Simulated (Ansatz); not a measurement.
Calculated with Ansatz (gas phase, PBE0-D4/def2-TZVP geometries, no zero-point term in ΔE). CCSD(T)/CBS adds triple-zeta CCSD(T) − MP2 to the extrapolated MP2 energy (def2 sets, frozen cores). DFT in def2-TZVPP. B3LYP here is the variant with VWN-RPA as its local correlation; programs differ in this. HSE06 is defined as in plane-wave codes. For Ge outer-core shells are correlated without core-valence functions, which leaves a few kJ/mol of doubt a bond. Scalar relativity is left out up to krypton. One conformer a species, not always the lowest.

Consider the substitution at a C–Si bond: `C[SiH2]O[SiH2]F` + `[OH][GeH3]` → `C[O][GeH3]` + `F[SiH2]O[SiH3]`.

```
             level  ΔE (kcal/mol)  difference from CCSD(T)/CBS
       LDA (SPW92)           25.0                         -0.3
            PBE-D4           24.9                         -0.4
         revPBE-D4           24.5                         -0.8
           BLYP-D4           23.2                         -2.1
         r2SCAN-D4           25.5                          0.2
            B97M-V           25.4                          0.1
           PBE0-D4           25.4                          0.1
          B3LYP-D4           23.8                         -1.5
        r2SCANh-D4           25.7                          0.4
          HSE06-D4           25.4                          0.1
          BHLYP-D4           23.8                         -1.5
      CAM-B3LYP-D4           23.8                         -1.5
           ωB97X-V           23.9                         -1.4
           ωB97M-V           25.3                          0.0
               PBE           24.6                         -0.7
            revPBE           24.3                         -1.0
              BLYP           22.7                         -2.6
            r2SCAN           25.4                          0.1
              PBE0           25.1                         -0.2
             B3LYP           23.3                         -2.0
           r2SCANh           25.5                          0.2
           r2SCAN0           25.7                          0.4
             HSE06           25.1                         -0.2
             BHLYP           23.4                         -1.9
         CAM-B3LYP           23.5                         -1.8
           LC-ωPBE           25.4                          0.1
RPA@PBE/def2-TZVPP           22.1                         -3.2
       HF/def2-SVP           19.1                         -6.2
      MP2/def2-SVP           22.0                         -3.3
     CCSD/def2-SVP           20.2                         -5.1
     HF/def2-TZVPP           21.6                         -3.7
    MP2/def2-TZVPP           25.9                          0.6
SCS-MP2/def2-TZVPP           24.0                         -1.3
   CCSD/def2-TZVPP           24.2                         -1.1
CCSD(T)/def2-TZVPP           24.4                         -0.9
     HF/def2-QZVPP           21.6                         -3.7
    MP2/def2-QZVPP           26.4                          1.1
      HF/CBS(def2)           21.6                         -3.7
     MP2/CBS(def2)           26.8                          1.5
    CCSD/CBS(def2)           25.2                         -0.1
       CCSD(T)/CBS           25.3                            0
```

(1) What do rigid-rotor, harmonic-oscillator terms from PBE0-D4/def2-TZVP frequencies (298.15 K, 1 bar) make of the CCSD(T)/CBS value? (An estimate is asked.)

Largest T1 diagnostic among the species: 0.011.

Results:

(1) Ansatz gave: ΔZPE = -0.3 kcal/mol, ΔH = +24.9 kcal/mol, ΔS = 0 J/(mol·K), ΔG = +24.9 kcal/mol. Modes under 50 cm⁻¹ make the entropy rough.

Leaving LDA and LC-ωPBE aside and taking each functional with its dispersion term where it has one, the values, not all of them listed here, spread over 2.6 kcal/mol, from BLYP-D4 to r2SCAN0-D4. In def2-TZVPP, CCSD(T) changes the Hartree–Fock value by +2.8 kcal/mol (the triples alone add +0.2 kcal/mol) and MP2 by +4.2 kcal/mol.
